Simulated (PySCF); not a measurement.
C₂H₇NTe, SMILES CC[Te]N, PBE0/def2-SVP optimised geometry.

```
11

Te    -0.47    -1.99     0.00
C     -0.86     0.16     0.00
C     -0.16     0.90    -1.12
H     -0.57     0.54     0.99
H     -1.95     0.23    -0.08
H     -0.49     0.56    -2.11
H      0.94     0.76    -1.06
H     -0.35     1.99    -1.05
N      1.57    -1.99     0.00
H      1.95    -1.52     0.82
H      1.95    -1.55    -0.84
```

Density from PBE0/def2-TZVP, def2 effective core potentials past Kr (PySCF 2.14.0) at that geometry. The core electrons that the potentials of Te replace are not part of the density.

Minimum of the electron density along straight lines between bonded atoms, close to the bond critical point (lines longer than 1.1 times the sum of covalent radii, or with two minima, are not listed):

```json
[
 {"bond": "Te1–C2", "length / Å": "2.178", "ρ at the minimum / e bohr⁻³": "0.112", "∇²ρ there / e bohr⁻⁵": "-0.02", "position (fraction from the first atom)": "0.52"},
 {"bond": "C2–C3", "length / Å": "1.514", "ρ at the minimum / e bohr⁻³": "0.249", "∇²ρ there / e bohr⁻⁵": "-0.62", "position (fraction from the first atom)": "0.51"},
 {"bond": "C2–H4", "length / Å": "1.100", "ρ at the minimum / e bohr⁻³": "0.274", "∇²ρ there / e bohr⁻⁵": "-0.92", "position (fraction from the first atom)": "0.64"},
 {"bond": "C2–H5", "length / Å": "1.102", "ρ at the minimum / e bohr⁻³": "0.271", "∇²ρ there / e bohr⁻⁵": "-0.90", "position (fraction from the first atom)": "0.64"},
 {"bond": "C3–H6", "length / Å": "1.101", "ρ at the minimum / e bohr⁻³": "0.273", "∇²ρ there / e bohr⁻⁵": "-0.92", "position (fraction from the first atom)": "0.64"},
 {"bond": "C3–H7", "length / Å": "1.102", "ρ at the minimum / e bohr⁻³": "0.271", "∇²ρ there / e bohr⁻⁵": "-0.91", "position (fraction from the first atom)": "0.64"},
 {"bond": "C3–H8", "length / Å": "1.103", "ρ at the minimum / e bohr⁻³": "0.270", "∇²ρ there / e bohr⁻⁵": "-0.90", "position (fraction from the first atom)": "0.64"},
 {"bond": "Te1–N9", "length / Å": "2.043", "ρ at the minimum / e bohr⁻³": "0.125", "∇²ρ there / e bohr⁻⁵": "0.18", "position (fraction from the first atom)": "0.50"},
 {"bond": "N9–H10", "length / Å": "1.018", "ρ at the minimum / e bohr⁻³": "0.333", "∇²ρ there / e bohr⁻⁵": "-1.59", "position (fraction from the first atom)": "0.74"},
 {"bond": "N9–H11", "length / Å": "1.018", "ρ at the minimum / e bohr⁻³": "0.333", "∇²ρ there / e bohr⁻⁵": "-1.59", "position (fraction from the first atom)": "0.74"}
]
```
